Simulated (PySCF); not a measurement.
Tetraethylborate, C8H20B (charge -1).
Structure used (PBE0-D3(BJ)/def2-SVP), in Å, numbered top down from 1:
```xyz
29
C8H20B angstrom
C      1.9855   -1.8577   -0.4530
C      1.1547   -0.7236   -1.0441
B     -0.0118   -0.0821   -0.0558
C     -0.7666    1.1176   -0.9165
C     -1.8857    1.8629   -0.1971
C      0.6633    0.5255    1.3312
C      1.7196    1.6098    1.1468
C     -1.0970   -1.2471    0.4068
C     -1.8389   -1.9614   -0.7177
H      2.7591   -2.2584   -1.1380
H      1.3479   -2.7097   -0.1580
H      2.5078   -1.5348    0.4649
H      0.6845   -1.0809   -1.9835
H      1.8411    0.0841   -1.3724
H     -1.1722    0.6925   -1.8579
H     -0.0104    1.8560   -1.2546
H     -1.5154    2.3499    0.7222
H     -2.3690    2.6527   -0.8060
H     -2.6855    1.1724    0.1235
H     -0.1400    0.9213    1.9864
H      1.1080   -0.3058    1.9166
H      2.5719    1.2407    0.5494
H      2.1386    2.0010    2.0954
H      1.3123    2.4759    0.5960
H     -0.5762   -2.0069    1.0256
H     -1.8435   -0.8001    1.0955
H     -2.5579   -2.7299   -0.3702
H     -1.1361   -2.4680   -1.4024
H     -2.4092   -1.2476   -1.3379
```

A calculation gives these core lines: B 1s: 187.74 eV; C 1s: 284.49 (area 4), 285.98 (area 4) eV.

Method used: delta-SCF UKS SCAN, pcX-2 on the ionised atom, pcseg-1 elsewhere, spin-free X2C (PySCF). Geometry: PBE0-D3(BJ)/def2-SVP, one conformer, isolated ion.

Task: Order the carbon atoms by C 1s binding energy.

Result: 284.49 eV: C2/C4/C6/C8 (sp3 carbon bound to boron); 285.98 eV: C1/C5/C7/C9 (methyl carbon). Lowest listed C 1s: C2/C4/C6/C8, bonded to C, 2 H and B. Highest, 1.49 eV above it: C1/C5/C7/C9, bonded to C and 3 H.

Bonded neighbours of each site: C1/C5/C7/C9: C and 3 H; C2/C4/C6/C8: C, 2 H and B; B3: 4 C.

Task: Which photon energy gives electrons from C 1s of C1/C5/C7/C9 a kinetic energy of 150 eV, and what is their de Broglie wavelength?

Result: hν = 285.98 + 150 = 435.98 eV, recoil neglected; λ = 12.264 Å/√(E/eV) = 1.00 Å.

Atoms equivalent by their bonding share one computed value, that of the first of them. The species carries charge -1, so core ionisation leaves a neutral species. The basis sets have no added diffuse functions.
